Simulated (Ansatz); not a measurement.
Reaction (stannylene formation by 1,1-elimination): `[SH][Sn]([SH])([SH])[SH]` → `SS` + `[SH][Sn][SH]`

Isolated molecules relaxed with PBE0-D4/def2-TZVP in Ansatz; ΔE leaves out vibrations. CBS: MP2 limit from def2 TZ/QZ plus the TZ coupled-cluster correction, frozen cores. This one scheme is used for every species. Functionals use def2-TZVPP. B3LYP here is the variant with VWN-RPA as its local correlation; programs differ in this. Elements past krypton have def2 core potentials. For Sn outer-core shells are correlated without core-valence functions, which leaves a few kJ/mol of doubt a bond. Each species was taken in one conformer, which may not be the lowest.

`[SH][Sn]([SH])([SH])[SH]`:

Z-matrix (Å, degrees):
```
Sn
S 1 2.387
S 1 2.397 2 112.6
S 1 2.393 2 111.3 3 -117.1
S 1 2.391 2 103.6 3 121.2
H 2 1.344 1 92.1 3 35.9
H 3 1.344 1 92.3 2 83.5
H 4 1.345 1 91.8 2 151.7
H 5 1.344 1 92.2 2 154.3
```

`SS`:

```xyz
4

S    -0.900    0.260    0.623
S     0.450    0.517   -0.893
H    -1.129   -1.059    0.468
H     1.580    0.282   -0.199
```

`[SH][Sn][SH]`:

Z-matrix (Å, degrees):
```
S
Sn 1 2.431
H 1 1.344 2 94.1
S 2 2.432 1 94.5 3 -180.0
H 4 1.344 2 96.4 1 0.0
```

```csv
level,ΔE (kJ/mol)
B3LYP-D4,118.4
ωB97M-V,139.7
CCSD/def2-TZVPP,142.8
MP2/def2-QZVPP,157.1
```

What does CCSD(T)/CBS give? (Best estimate.)

The calculation gave: +148.9 kJ/mol. The listed levels differ from it by -30.5, -9.2, -6.1, 8.2 kJ/mol.

Largest T1 diagnostic among the species: 0.016.

In def2-TZVPP, CCSD(T) changes the Hartree–Fock value by +18.0 kJ/mol (the triples alone add +4.6 kJ/mol) and MP2 by +27.2 kJ/mol. From PBE to PBE0 (25 % exact exchange), in def2-TZVPP and without D4, ΔE moves by +20.1 kJ/mol. The D4 term adds +21.6 kJ/mol with B3LYP and +12.9 kJ/mol with PBE0; it sums over pairs of atoms, weighted by their polarisabilities, and B3LYP, whose exchange is more repulsive, gets the larger term.
